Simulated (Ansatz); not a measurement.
A nudged elastic band was laid between two geometries of a periodic cell of 19 atoms, LiC18 (surface graphene monolayer, adsorbate Li).

Method: Ansatz, DFT PBE, scalar-relativistic, plane waves, PAW. Settings: cutoff 420 eV, k mesh 2x2x1, gaussian smearing 0.05 eV, spin collinear.

```
movable images  : 5
climbing image  : yes
spring          : 5.0 eV/Å²
optimiser       : quadratic models (default)
start path      : IDPP
force threshold : 0.03 eV/Å
iteration limit : 58
end points      : relaxed
```

First end point:

```xyz
19
Lattice="7.3980 0.0000 0.0000 -3.6990 6.4069 0.0000 0.0000 0.0000 13.0000" Properties=species:S:1:pos:R:3
C -0.032 -0.020 1.012
C 1.200 0.692 1.024
C -1.271 2.118 1.023
C -0.038 2.824 1.022
C -2.499 4.245 1.023
C -1.272 4.960 1.022
C 2.427 -0.023 1.022
C 3.655 0.692 1.022
C 1.194 2.112 1.022
C 2.428 2.818 1.022
C -0.044 4.245 1.021
C 1.188 4.956 1.008
C 4.887 -0.020 1.009
C 6.127 0.696 1.011
C 3.661 2.112 1.022
C 4.894 2.824 1.022
C 2.428 4.241 1.009
C 3.667 4.956 1.011
Li 2.420 5.667 2.674
```

Last end point:

```xyz
19
Lattice="7.3980 0.0000 0.0000 -3.6990 6.4069 0.0000 0.0000 0.0000 13.0000" Properties=species:S:1:pos:R:3
C -0.038 -0.031 1.009
C 1.201 0.685 1.011
C -1.278 2.116 1.009
C -0.038 2.831 1.011
C -2.504 4.248 1.022
C -1.271 4.960 1.022
C 2.433 -0.026 1.023
C 3.660 0.689 1.022
C 1.201 2.116 1.012
C 2.433 2.827 1.024
C -0.038 4.254 1.023
C 1.195 4.960 1.022
C 4.888 -0.027 1.021
C 6.120 0.685 1.008
C 3.660 2.112 1.022
C 4.888 2.827 1.022
C 2.427 4.248 1.022
C 3.661 4.953 1.022
Li 3.653 7.803 2.674
```

Problem. Which bonds break or form, and what moves?

Solution. Contacts lost: C12–Li19, C13–Li19, C17–Li19, C18–Li19. Contacts made: C2–Li19, C3–Li19, C4–Li19, C9–Li19. The atom that moves furthest is Li19, by 2.47 Å.

Problem. What energy profile does the band end with?

Solution. The forces met the threshold. The highest image is number 3 of 0 to 6, 0.36 eV above the ends, which have the same energy within 2 meV. By the program's own check the climbing image is of a kind that is not told: the force calls were inconclusive, a negative curvature could not be distinguished from the path's own, the only one lies far off the path, or fixed occupations may fill a level only in part (lowest curvatures found: -0.95 and 0.23 eV/Å²). Limits of this set-up: slab without dipole correction.

| image | path coordinate (Å) | energy (eV) | C12–Li19 (Å) | C13–Li19 (Å) | C17–Li19 (Å) |
| --- | --- | --- | --- | --- | --- |
| 0 | 0.00 | 0.00 | 2.19 | 2.19 | 2.19 |
| 1 | 0.41 | 0.10 | 2.46 | 2.28 | 2.46 |
| 2 | 0.83 | 0.28 | 2.81 | 2.45 | 2.81 |
| 3 | 1.24 | 0.36 | 3.16 | 2.65 | 3.16 |
| 4 | 1.65 | 0.29 | 3.48 | 2.85 | 3.48 |
| 5 | 2.05 | 0.11 | 3.79 | 3.06 | 3.79 |
| 6 | 2.46 | 0.00 | 4.11 | 3.29 | 4.11 |

Problem. What is the geometry of the highest image?

Solution. 
```xyz
19
Lattice="7.3980 0.0000 0.0000 -3.6990 6.4069 0.0000 0.0000 0.0000 13.0000" Properties=species:S:1:pos:R:3
C -0.034 -0.026 0.934
C 1.199 0.690 1.001
C -1.272 2.117 1.001
C -0.037 2.827 1.019
C -2.502 4.246 1.024
C -1.271 4.959 1.021
C 2.429 -0.025 1.024
C 3.658 0.690 1.024
C 1.196 2.115 1.019
C 2.428 2.823 1.028
C -0.040 4.248 1.028
C 1.192 4.957 1.019
C 4.888 -0.026 1.001
C 6.122 0.691 0.933
C 3.660 2.112 1.021
C 4.891 2.825 1.024
C 2.426 4.245 1.019
C 3.661 4.954 1.001
Li 3.043 6.740 2.859
```

Run time: 4.3 min on 2 threads of Arm Neoverse V2, on a shared host, peak memory 1.9 GiB.
